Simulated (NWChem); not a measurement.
System: C5H5FSi; SMILES C[Si](F)(C#C)C#C

Input file for NWChem:

```
start job
memory heap 200 mb stack 900 mb global 1100 mb
geometry units angstroms noautoz
  C      1.397558    -0.106536    -2.483346
  C      0.708719    -0.017110    -1.487405
  Si    -0.343229     0.071897     0.000000
  C     -1.639937    -1.268332     0.000000
  F     -1.073553     1.515343     0.000000
  C      0.708719    -0.017110     1.487405
  C      1.397558    -0.106536     2.483346
  H      2.006284    -0.175292    -3.358186
  H     -2.276701    -1.190995    -0.888123
  H     -2.276701    -1.190995     0.888123
  H     -1.173188    -2.259653     0.000000
  H      2.006284    -0.175292     3.358186
end
basis spherical
  * library def2-svp
end
dft
  xc xpbe96 cpbe96
  iterations 150
  mulliken
end
task dft energy
```

Parts of the log:

```
             Northwest Computational Chemistry Package (NWChem) 7.3.0
             --------------------------------------------------------

 CS  symmetry detected

                             Geometry "geometry" -> ""
                             -------------------------

 Output coordinates in angstroms (scale by  1.889725989 to convert to a.u.)

  No.       Tag          Charge          X              Y              Z
 ---- ---------------- ---------- -------------- -------------- --------------
    1 C                    6.0000     1.41425914    -0.05125189     2.48334600
    2 C                    6.0000     0.72203921     0.00643469     1.48740500
    3 Si                  14.0000    -0.33288711     0.04702162     0.00000000
    4 C                    6.0000    -1.56665645    -1.35136267     0.00000000
    5 F                    9.0000    -1.12875142     1.45539285     0.00000000
    6 C                    6.0000     0.72203921     0.00643469    -1.48740500
    7 C                    6.0000     1.41425914    -0.05125189    -2.48334600
    8 H                    1.0000     2.02550108    -0.09197065     3.35818600
    9 H                    1.0000    -2.20630100    -1.30336002     0.88812300
   10 H                    1.0000    -2.20630100    -1.30336002    -0.88812300
   11 H                    1.0000    -1.05485932    -2.32019477     0.00000000
   12 H                    1.0000     2.02550108    -0.09197065    -3.35818600

 Effective nuclear repulsion energy (a.u.)     312.5887406905

      Symmetry information
      --------------------

 Group name             Cs
 Group number              2
 Group order               2
 No. of unique centers     8

  pbe96 is a nonlocal functional; adding pw91lda local functional.

                                 NWChem DFT Module
                                 -----------------

 Summary of "ao basis" -> "ao basis" (spherical)
 ------------------------------------------------------------------------------
       Tag                 Description            Shells   Functions and Types
 ---------------- ------------------------------  ------  ---------------------
 C                          def2-svp                 6       14   3s2p1d
 Si                         def2-svp                 8       18   4s3p1d
 F                          def2-svp                 6       14   3s2p1d
 H                          def2-svp                 3        5   2s1p

      Symmetry analysis of basis
      --------------------------

        a'         75
        a"         52

            General Information
            -------------------
          SCF calculation type: DFT
          Wavefunction type:  closed shell.
          No. of atoms     :    12
          No. of electrons :    58
           Alpha electrons :    29
            Beta electrons :    29
          Charge           :     0
          Spin multiplicity:     1
          Use of symmetry is: on ; symmetry adaption is: on
          Maximum number of iterations: 150
          AO basis - number of functions:   127
                     number of shells:    59
          Convergence on energy requested:  1.00D-06
          Convergence on density requested:  1.00D-05
          Convergence on gradient requested:  5.00D-04

              XC Information
              --------------
          PerdewBurkeErnzerhof Exchange Functional  1.000
            Perdew 1991 LDA Correlation Functional  1.000 local
           PerdewBurkeErnz. Correlation Functional  1.000 non-local

             Grid Information
             ----------------
          Grid used for XC integration:  medium
          Radial quadrature: Mura-Knowles
          Angular quadrature: Lebedev.
          Tag              B.-S. Rad. Rad. Pts. Rad. Cut. Ang. Pts.
          ---              ---------- --------- --------- ---------
          C                   0.70       49          13.0       434
          Si                  1.10       88          11.0       590
          F                   0.50       49          12.0       434
          H                   0.35       45          15.0       434
          Grid pruning is: on
          Number of quadrature shells:   419
          Spatial weights used:  Erf1

      Superposition of Atomic Density Guess
      -------------------------------------

 Sum of atomic energies:        -578.65150340

      Non-variational initial energy
      ------------------------------

 Total energy =    -581.817031
 1-e energy   =   -1414.922309
 2-e energy   =     520.516537
 HOMO         =      -0.356155
 LUMO         =      -0.021951

      Symmetry analysis of molecular orbitals - initial
      -------------------------------------------------

  Numbering of irreducible representations:

     1 a'          2 a"

  Orbital symmetries:

     1 a'          2 a'          3 a'          4 a"          5 a'
     6 a'          7 a"          8 a'          9 a'         10 a"
    11 a'         12 a'         13 a'         14 a"         15 a'
    16 a'         17 a"         18 a'         19 a'         20 a"
    21 a'         22 a"         23 a'         24 a"         25 a'
    26 a'         27 a"         28 a'         29 a"         30 a'
    31 a'         32 a"         33 a"         34 a'         35 a'
    36 a"         37 a'         38 a"         39 a'

     ---------------------------------------------
      Total Density - Mulliken Population Analysis
     ---------------------------------------------

    Atom       Charge   Shell Charges
 -----------   ------   -------------------------------------------------------
    1 C    6     6.15   1.99  0.98  0.58  1.85  0.72  0.03
    2 C    6     6.23   1.99  1.01  0.30  1.98  0.93  0.03
    3 Si  14    12.74   2.00  1.99  0.90  0.14  5.93  0.94  0.55  0.30
    4 C    6     6.58   1.99  0.96  0.27  2.12  1.22  0.01
    5 F    9     9.56   1.99  1.15  0.78  3.52  2.13  0.00
    6 C    6     6.23   1.99  1.01  0.30  1.98  0.93  0.03
    7 C    6     6.15   1.99  0.98  0.58  1.85  0.72  0.03
    8 H    1     0.88   0.63  0.22  0.03
    9 H    1     0.86   0.65  0.18  0.03
   10 H    1     0.86   0.65  0.18  0.03
   11 H    1     0.85   0.65  0.18  0.03
   12 H    1     0.88   0.63  0.22  0.03

   convergence    iter        energy       DeltaE   RMS-Dens  Diis-err
 ---------------- ----- ----------------- --------- --------- ---------
 d= 0,ls=0.0,diis     1   -581.9140154433 -8.95D+02  1.57D-02  8.74D-01
 d= 0,ls=0.0,diis     2   -581.8352949148  7.87D-02  9.97D-03  1.90D+00
 d= 0,ls=0.0,diis     3   -581.9926574751 -1.57D-01  3.36D-03  1.94D-01
 d= 0,ls=0.0,diis     4   -581.9954618672 -2.80D-03  1.87D-03  1.26D-01
 d= 0,ls=0.0,diis     5   -582.0110255549 -1.56D-02  6.07D-04  1.30D-02
  Resetting Diis
 d= 0,ls=0.0,diis     6   -582.0126003946 -1.57D-03  1.30D-04  3.12D-04
 d= 0,ls=0.0,diis     7   -582.0126449732 -4.46D-05  5.17D-05  1.37D-05
 d= 0,ls=0.0,diis     8   -582.0126425269  2.45D-06  3.29D-05  3.36D-05
 d= 0,ls=0.0,diis     9   -582.0126466314 -4.10D-06  7.09D-06  1.40D-06
 d= 0,ls=0.0,diis    10   -582.0126467344 -1.03D-07  3.16D-06  3.79D-07

         Total DFT energy =     -582.012646734379
      One electron energy =    -1420.592158107639
           Coulomb energy =      585.725496365696
    Exchange-Corr. energy =      -59.734725682943
 Nuclear repulsion energy =      312.588740690507

 Numeric. integr. density =       58.000001427387

                  Occupations of the irreducible representations
                  ----------------------------------------------

                     irrep           alpha         beta
                     --------     --------     --------
                     a'               19.0         19.0
                     a"               10.0         10.0

                       DFT Final Molecular Orbital Analysis
                       ------------------------------------

 Vector   27  Occ=2.000000D+00  E=-2.619404D-01  Symmetry=a"
              MO Center=  1.0D+00,  1.8D-03, -6.6D-11, r^2= 5.4D+00
   Bfn.  Coefficient  Atom+Function         Bfn.  Coefficient  Atom+Function
  ----- ------------  ---------------      ----- ------------  ---------------
     5      0.305378   1 C  py               93     -0.305378   7 C  py
    19      0.297082   2 C  py               79     -0.297082   6 C  py
     8      0.175412   1 C  py               96     -0.175412   7 C  py
    22      0.165549   2 C  py               82     -0.165549   6 C  py
    66      0.087848   5 F  pz               69     -0.063698   5 F  pz

 Vector   28  Occ=2.000000D+00  E=-2.619071D-01  Symmetry=a'
              MO Center=  6.3D-01, -2.1D-01,  6.6D-11, r^2= 5.6D+00
   Bfn.  Coefficient  Atom+Function         Bfn.  Coefficient  Atom+Function
  ----- ------------  ---------------      ----- ------------  ---------------
     5      0.225569   1 C  py               93      0.225569   7 C  py
    19      0.214202   2 C  py               79      0.214202   6 C  py
    18      0.168795   2 C  px               78      0.168795   6 C  px
    50      0.158505   4 C  px               49      0.151252   4 C  s
    51      0.137812   4 C  py                8      0.132437   1 C  py

 Vector   29  Occ=2.000000D+00  E=-2.567212D-01  Symmetry=a"
              MO Center=  1.1D+00, -2.3D-02,  2.1D-13, r^2= 5.4D+00
   Bfn.  Coefficient  Atom+Function         Bfn.  Coefficient  Atom+Function
  ----- ------------  ---------------      ----- ------------  ---------------
     4      0.266647   1 C  px               92     -0.266647   7 C  px
    18      0.218103   2 C  px               78     -0.218103   6 C  px
    20     -0.202496   2 C  pz               80     -0.202496   6 C  pz
     6     -0.170262   1 C  pz               94     -0.170262   7 C  pz
     7      0.152726   1 C  px               95     -0.152726   7 C  px

 Vector   30  Occ=0.000000D+00  E=-6.010900D-02  Symmetry=a'
              MO Center=  7.1D-01, -2.5D-02, -7.2D-14, r^2= 5.6D+00
   Bfn.  Coefficient  Atom+Function         Bfn.  Coefficient  Atom+Function
  ----- ------------  ---------------      ----- ------------  ---------------
    40      0.338111   3 Si py                8     -0.298432   1 C  py
    96     -0.298432   7 C  py                5     -0.247883   1 C  py
    93     -0.247883   7 C  py               39     -0.235414   3 Si px
    22      0.208054   2 C  py               82      0.208054   6 C  py
     7      0.189156   1 C  px               95      0.189156   7 C  px

 Vector   31  Occ=0.000000D+00  E=-4.509539D-02  Symmetry=a'
              MO Center=  7.8D-01, -5.7D-02, -1.4D-13, r^2= 6.0D+00
   Bfn.  Coefficient  Atom+Function         Bfn.  Coefficient  Atom+Function
  ----- ------------  ---------------      ----- ------------  ---------------
    49      0.439053   4 C  s                 7     -0.298044   1 C  px
    95     -0.298044   7 C  px               21      0.239680   2 C  px
    81      0.239680   6 C  px                4     -0.226056   1 C  px
    92     -0.226056   7 C  px                8     -0.214042   1 C  py
    96     -0.214042   7 C  py               40      0.197141   3 Si py

 Vector   32  Occ=0.000000D+00  E=-1.219443D-02  Symmetry=a"
              MO Center=  8.3D-01, -6.3D-02,  1.6D-13, r^2= 6.0D+00
   Bfn.  Coefficient  Atom+Function         Bfn.  Coefficient  Atom+Function
  ----- ------------  ---------------      ----- ------------  ---------------
     8      0.378362   1 C  py               96     -0.378362   7 C  py
    22     -0.373682   2 C  py               82      0.373682   6 C  py
     5      0.253336   1 C  py               93     -0.253336   7 C  py
    19     -0.247948   2 C  py               79      0.247948   6 C  py
    41      0.236660   3 Si pz                7      0.194934   1 C  px

     ---------------------------------------------
      Total Density - Mulliken Population Analysis
     ---------------------------------------------

    Atom       Charge   Shell Charges
 -----------   ------   -------------------------------------------------------
    1 C    6     6.22   1.99  0.92  0.62  2.01  0.67  0.02
    2 C    6     5.93   1.99  0.94  0.27  2.03  0.69  0.02
    3 Si  14    13.40   2.00  1.98  1.05  0.06  5.92  1.28  0.67  0.43
    4 C    6     6.27   1.98  0.90  0.23  2.15  1.00  0.01
    5 F    9     9.26   1.99  1.13  0.78  3.35  2.01  0.00
    6 C    6     5.93   1.99  0.94  0.27  2.03  0.69  0.02
    7 C    6     6.22   1.99  0.92  0.62  2.01  0.67  0.02
    8 H    1     0.99   0.74  0.22  0.03
    9 H    1     0.93   0.72  0.18  0.03
   10 H    1     0.93   0.72  0.18  0.03
   11 H    1     0.93   0.72  0.18  0.03
   12 H    1     0.99   0.74  0.22  0.03

     -------------------------------------------
      Total Density - Lowdin Population Analysis
     -------------------------------------------

    Atom       Charge   Shell Charges
 -----------   ------   -------------------------------------------------------
    1 C    6     6.01   1.97  0.64  0.36  1.80  1.20  0.05
    2 C    6     6.19   1.97  0.67  0.37  1.85  1.28  0.04
    3 Si  14    13.42   2.00  1.92  0.59  0.27  5.81  1.27  0.89  0.67
    4 C    6     6.25   1.96  0.59  0.33  1.91  1.40  0.04
    5 F    9     9.16   1.98  1.02  0.76  3.20  2.20  0.01
    6 C    6     6.19   1.97  0.67  0.37  1.85  1.28  0.04
    7 C    6     6.01   1.97  0.64  0.36  1.80  1.20  0.05
    8 H    1     0.96   0.61  0.28  0.08
    9 H    1     0.95   0.62  0.26  0.07
   10 H    1     0.95   0.62  0.26  0.07
   11 H    1     0.95   0.62  0.26  0.07
   12 H    1     0.96   0.61  0.28  0.08

     Multipole analysis of the density
     ---------------------------------

     L   x y z        total         alpha         beta         nuclear
     -   - - -        -----         -----         ----         -------
     0   0 0 0     -0.000000    -29.000000    -29.000000     58.000000

     1   1 0 0      0.297799      0.148899      0.148899     -0.000000
     1   0 1 0     -0.681397     -0.340698     -0.340698     -0.000000
     1   0 0 1      0.000000      0.000000      0.000000      0.000000

     2   2 0 0    -32.276905   -153.724037   -153.724037    275.171168
     2   1 1 0      1.481014     -7.670531     -7.670531     16.822076
     2   1 0 1     -0.000000     -0.000000     -0.000000      0.000000
     2   0 2 0    -36.745433    -87.796509    -87.796509    138.847585
     2   0 1 1     -0.000000     -0.000000     -0.000000     -0.000000
     2   0 0 2    -27.878430   -236.568155   -236.568155    445.257880
```

Level: PBE/def2-SVP. Structure relaxed at the B3LYP/6-31G* (spherical d) level.
